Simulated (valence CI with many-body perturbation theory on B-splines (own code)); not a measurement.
# Ce8+ in brief

Calculated by relativistic CI+MBPT: four valence electrons over a frozen Dirac-Fock core [Kr] 4d10, a basis of 8 s, 8 p, 9 d, 9 f, 6 g, 3 h, 2 i functions for each j, with the one-electron correlation potential Σ1, the two-electron term Σ2, the three-electron term Σ3, Breit, model QED; selected CI, second order for the rest, scaled by the run's own slope (own B-spline code, finite nucleus).

No measured levels were compared; by estimate levels hold to about 250 cm⁻¹ or 0.2 % of their energy and the worst to 1 %, as in measured heavy ions of charge 2 to 7; those with d or f electrons hold less well. Core correlation moves these levels by up to 44000 cm⁻¹, and in measured spectra 5 to 20 % of such shifts remained as error; rates that hang on mixing are uncertain with them.

Levels are named by their leading jj configuration (3d3/2^4 stands for four electrons in 3d with j = 3/2), which in mixed levels can hold well under half, so a name can repeat and another be missing.

Rates and lifetimes use the calculated energies. Strong lines usually hold to 10 to 20 %, long lifetimes can be off by a factor of two.

**Question.** What is the ground level?

**Answer.** (5s^2 5p1/2^2) J=0, composition 82 % 5s2 5p2 3P + 16 % 5s2 5p2 1S.

**Question.** What are the static dipole polarisabilities of the lowest levels?

**Answer.** (5s^2 5p1/2^2) J=0 2.82; (5s^2 5p1/2 5p3/2) J=1 2.95 (tensor 0.066); (5s^2 5p1/2 5p3/2) J=2 2.93 (tensor 0.076); (5s^2 5p3/2^2) J=2 3.02 (tensor 0.097) bohr³, of which the core gives 0.421.

**Question.** How well does LS coupling describe the low levels?

**Answer.** Among the lowest 20 levels the leading LS term, summed over configurations, holds 73 % on average. For single configurations the figures are 71 % in LS and 87 % in jj coupling. Terms mix most in the J = 3 level at 12.443 eV, where the leading one holds 35 %.

**Question.** Name the longest-lived excited levels whose lifetime is computed, and their main decay.

**Answer.** (4f5/2 5s^2 5p1/2) J=3 at 8.921 eV lives 516 ms, mostly by E2 to (5s^2 5p1/2 5p3/2) J=2; (5s^2 5p1/2 5p3/2) J=2 at 3.737 eV lives 285 ms, mostly by M1 to (5s^2 5p1/2 5p3/2) J=1; (4f7/2 5s^2 5p1/2) J=4 at 9.717 eV lives 104 ms, mostly by E2 to (5s^2 5p1/2 5p3/2) J=2.

**Question.** Among levels below 31.513 eV, which E1 lines absorb most strongly from the ground level?

**Answer.** to (5s 5p1/2^2 5p3/2) J=1 at 54.82 nm, f = 0.338; to (5s 5p1/2 5p3/2^2) J=1 at 41.72 nm, f = 0.166; to (4f7/2 5s 5p1/2 5p3/2) J=1 at 41.39 nm, f = 0.166.

**Question.** What is the ionisation energy?

**Answer.** 125.6 eV; NIST lists 125 ± 2.2 eV (theoretical).

**Question.** Where does the other parity begin?

**Answer.** At (5s 5p1/2^2 5p3/2) J=2, 19.100 eV.
